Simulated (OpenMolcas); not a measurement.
## Co2+: input and output

Input:

```
&GATEWAY
Coord
1

Co 0.0 0.0 0.0
Basis=ANO-RCC-VQZP
Group=XYZ
NoMove
AngMom=0.0 0.0 0.0
AMFI
RX2C
&SEWARD
* reference wave functions (RASSCF and RASSI steps not shown): 7 electrons in 5 orbitals (3d)
>>> COPY JOB001 $Project.JobIph
&CASPT2
Multistate=10 1 2 3 4 5 6 7 8 9 10
Frozen=2 3
IPEA=0.25
Imaginary=0.1
MaxIter=60
WThr=0.0 0.3 0.05
PrWF=0.5
NoMix
>>> COPY JOB002 $Project.JobIph
&CASPT2
Multistate=40 1 2 3 4 5 6 7 8 9 10 11 12 13 14 15 16 17 18 19 20 21 22
23 24 25 26 27 28 29 30 31 32 33 34 35 36 37 38 39 40
Frozen=2 3
IPEA=0.25
Imaginary=0.1
MaxIter=60
WThr=0.0 0.3 0.05
PrWF=0.5
NoMix
```

Launched by
```bash
OMP_NUM_THREADS=1 MOLCAS_MEM=2252 MOLCAS_PROJECT=a pymolcas a.inp > a.log  # once for each step of the input, in one work folder
```

Output, cut to the results:

```
--- CASPT2 ---
Orbital specifications:
      -----------------------

      Symmetry species                           1   2
                                                ag  au
      Frozen orbitals                            2   3
      Inactive orbitals                          1   3
      Active orbitals                            5   0
      Secondary orbitals                        37  44
      Deleted orbitals                           0   0
      Number of basis functions                 45  50
Type of calculation                        MS-CASPT2
      Fock operator                              state-specific
      IPEA shift                                 0.25
      Real shift                                 0.00
      Imaginary shift                            0.10
      The input orbitals will be transformed to quasi-canonical
Reference energy:       -1391.0471941574
      E2 (Non-variational):      -0.6020358834
      Shift correction:          -0.0001264637
      E2 (Variational):          -0.6021623471
      Total energy:           -1391.6493565045
      Residual norm:              0.0000001071
      Reference weight:           0.93571
      Contributions to the CASPT2 correlation energy
      Active & Virtual Only:         -0.2083827839
      One Inactive Excited:          -0.2852942526
      Two Inactive Excited:          -0.1083588470
Reference energy:       -1391.0471941574
      E2 (Non-variational):      -0.6004200534
      Shift correction:          -0.0001234289
      E2 (Variational):          -0.6005434824
      Total energy:           -1391.6477376398
      Residual norm:              0.0000001199
      Reference weight:           0.93631
      Contributions to the CASPT2 correlation energy
      Active & Virtual Only:         -0.2073433441
      One Inactive Excited:          -0.2848409071
      Two Inactive Excited:          -0.1082358023
::    CASPT2 Root  1     Total energy:  -1391.64935650
::    CASPT2 Root  2     Total energy:  -1391.64773764
::    CASPT2 Root  3     Total energy:  -1391.64844783
::    CASPT2 Root  4     Total energy:  -1391.64951878
::    CASPT2 Root  5     Total energy:  -1391.64809960
::    CASPT2 Root  6     Total energy:  -1391.64966086
::    CASPT2 Root  7     Total energy:  -1391.65004646
::    CASPT2 Root  8     Total energy:  -1391.58040366
::    CASPT2 Root  9     Total energy:  -1391.58040365
::    CASPT2 Root 10     Total energy:  -1391.58040364
::    MS-CASPT2 Root  1     Total energy:  -1391.65100128
::    MS-CASPT2 Root  2     Total energy:  -1391.65021518
::    MS-CASPT2 Root  3     Total energy:  -1391.64960555
::    MS-CASPT2 Root  4     Total energy:  -1391.64920791
::    MS-CASPT2 Root  5     Total energy:  -1391.64817176
::    MS-CASPT2 Root  6     Total energy:  -1391.64778334
::    MS-CASPT2 Root  7     Total energy:  -1391.64697313
::    MS-CASPT2 Root  8     Total energy:  -1391.58039252
::    MS-CASPT2 Root  9     Total energy:  -1391.58037074
::    MS-CASPT2 Root 10     Total energy:  -1391.58035721
--- CASPT2 ---
Orbital specifications:
      -----------------------

      Symmetry species                           1   2
                                                ag  au
      Frozen orbitals                            2   3
      Inactive orbitals                          1   3
      Active orbitals                            5   0
      Secondary orbitals                        37  44
      Deleted orbitals                           0   0
      Number of basis functions                 45  50
Type of calculation                        MS-CASPT2
      Fock operator                              state-specific
      IPEA shift                                 0.25
      Real shift                                 0.00
      Imaginary shift                            0.10
      The input orbitals will be transformed to quasi-canonical
Reference energy:       -1390.9607605155
      E2 (Non-variational):      -0.6160660698
      Shift correction:          -0.0001289043
      E2 (Variational):          -0.6161949741
      Total energy:           -1391.5769554896
      Residual norm:              0.0000003609
      Reference weight:           0.93332
      Contributions to the CASPT2 correlation energy
      Active & Virtual Only:         -0.2163487499
      One Inactive Excited:          -0.2895622474
      Two Inactive Excited:          -0.1101550725
Reference energy:       -1390.9607605155
      E2 (Non-variational):      -0.6160813703
      Shift correction:          -0.0001291886
      E2 (Variational):          -0.6162105588
      Total energy:           -1391.5769710743
      Residual norm:              0.0000003632
      Reference weight:           0.93329
      Contributions to the CASPT2 correlation energy
      Active & Virtual Only:         -0.2164282116
      One Inactive Excited:          -0.2894995703
      Two Inactive Excited:          -0.1101535884
::    CASPT2 Root  1     Total energy:  -1391.57695549
::    CASPT2 Root  2     Total energy:  -1391.57697107
::    CASPT2 Root  3     Total energy:  -1391.57683855
::    CASPT2 Root  4     Total energy:  -1391.57684903
::    CASPT2 Root  5     Total energy:  -1391.57697060
::    CASPT2 Root  6     Total energy:  -1391.57696633
::    CASPT2 Root  7     Total energy:  -1391.57684811
::    CASPT2 Root  8     Total energy:  -1391.57687025
::    CASPT2 Root  9     Total energy:  -1391.57695260
::    CASPT2 Root 10     Total energy:  -1391.55176518
::    CASPT2 Root 11     Total energy:  -1391.55520167
::    CASPT2 Root 12     Total energy:  -1391.54999401
::    CASPT2 Root 13     Total energy:  -1391.54905391
::    CASPT2 Root 14     Total energy:  -1391.55263219
::    CASPT2 Root 15     Total energy:  -1391.55173071
::    CASPT2 Root 16     Total energy:  -1391.55562374
::    CASPT2 Root 17     Total energy:  -1391.55085489
::    CASPT2 Root 18     Total energy:  -1391.55072136
::    CASPT2 Root 19     Total energy:  -1391.54904617
...
```

Levels above the lowest, from the spin-orbit matrix with the single-state CASPT2 energies, averaged by term, on its diagonal:

```
Configuration   Term     J  E (cm⁻¹)  Measured (cm⁻¹)  Term weight %    Second
          3d⁷     ⁴F   9/2       0.0              0.0            100          
          3d⁷     ⁴F   7/2       826              841            100          
          3d⁷     ⁴F   5/2      1431             1451            100          
          3d⁷     ⁴F   3/2      1845             1867            100          
          3d⁷     ⁴P   5/2     15590            15202            100          
          3d⁷     ⁴P   3/2     15880            15428             97      3 ²P
          3d⁷     ⁴P   1/2     16260            15811             99          
          3d⁷     ²G   9/2     16270            16978             98          
          3d⁷     ²G   7/2     17050            17766            100          
          3d⁷     ²P   3/2     21390            20195             77  21 ²D(1)
          3d⁷     ²H  11/2     22030            22720            100          
          3d⁷     ²P   1/2     22370                              99          
          3d⁷     ²H   9/2     22720            23434             98          
          3d⁷  ²D(1)   5/2     22730            23059            100          
          3d⁷  ²D(1)   3/2     24100            24237             79     20 ²P
          3d⁷     ²F   5/2     36950            37021            100          
          3d⁷     ²F   7/2     37290            37316            100          
          3d⁷  ²D(2)   3/2     58430                             100          
          3d⁷  ²D(2)   5/2     58830                             100
```

Against the 15 measured excited levels shown (Sugar and Corliss, J. Phys. Chem. Ref. Data 10, 1097 (1981)) the mean absolute deviation is 400 cm-1; the largest miss in energy is 3d⁷ ²P_3/2: computed 21390, measured 20195 cm⁻¹ (+5.9 %).

Term energies are means over components that CASPT2 splits; among the terms shown or strongly mixed into the levels shown the widest spread is 1000 cm-1 (3d⁷ ²H). Some levels mix across a computed gap that differs much from the measured one, so their mixing is not that of the real levels. The CASPT2 spread within a term exceeds the gap to the next term for 3d⁷ ²P and 3d⁷ ²H, 3d⁷ ²H and 3d⁷ ²D(1), so the order of their levels is uncertain. Computed and measured levels are paired by configuration, term and J; levels that our copy of the source lacks, or whose pairing is in doubt (as where it misses far off the trend of its configuration), stay unpaired and out of the deviations. Only configurations of the active space appear.

The CASPT2 steps took 23 s on 1 thread of Arm Neoverse V1, on a shared host; the integral step is not counted.

The term weight is that of the spin-free term in the level, not the purity of its configuration. A number in round brackets counts repeated terms of one configuration in the order of the reference energies.
